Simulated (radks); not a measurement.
All-electron atom: Os0.5+ in [Xe] 4f14 6s2 5d(up 4, down 1.5) (fractional occupations, a model configuration). Method: scalar-relativistic Kohn-Sham, BLYP, spin-polarised, spherical densities, finite nucleus; Fermi nuclear charge, rms radius 5.4126 fm; computed with a radial shooting solver on a logarithmic mesh with Libxc functionals. Some entries of the table are withheld. Estimate them.

| orbital | occ. | eigenvalue (eV) | <r^2> (bohr^2) |
|---|---|---|---|
| 1s down | 1 | -73858.49 | 0.0004335 |
| 1s up | 1 | -73858.49 | 0.0004335 |
| 2s up | 1 | -12868.46 | 0.006643 |
| 2s down | 1 | -12868.32 | 0.006643 |
| 2p up | 3 | -11209.50 | 0.005531 |
| 2p down | 3 | -11209.38 | 0.005531 |
| 3s up | 1 | -2998.381 | 0.04300 |
| 3s down | 1 | -2998.333 | 0.04300 |
| 3p up | 3 | -2511.060 | 0.04388 |
| 3p down | 3 | -2511.006 | 0.04388 |
| 3d up | 5 | -1965.677 | 0.03637 |
| 3d down | 5 | -1965.579 | 0.03637 |
| 4s up | 1 | -636.5210 | 0.2105 |
| 4s down | 1 | -636.3830 | 0.2105 |
| 4p up | 3 | -476.6178 | 0.2400 |
| 4p down | 3 | -476.4884 | 0.2400 |
| 4d up | 5 | -277.8801 | 0.2769 |
| 4d down | 5 | -277.7292 | 0.2767 |
| 5s up | 1 | -97.0777 | 1.137 |
| 5s down | 1 | -95.9876 | 1.130 |
| 4f up | 7 | -57.1064 | (1) |
| 4f down | 7 | -56.8508 | (2) |
| 5p up | 3 | -56.4366 | 1.546 |
| 5p down | 3 | -55.0714 | 1.538 |
| 5d up | 4 | -11.4754 | 3.606 |
| 6s up | 1 | -10.2308 | (3) |
| 5d down | 1.5 | -10.0406 | 3.803 |
| 6s down | 1 | -9.5100 | (4) |

Answer. 
(1) 4f up <r^2> (bohr^2): 0.3835
(2) 4f down <r^2> (bohr^2): 0.3806
(3) 6s up <r^2> (bohr^2): 8.935
(4) 6s down <r^2> (bohr^2): 9.467
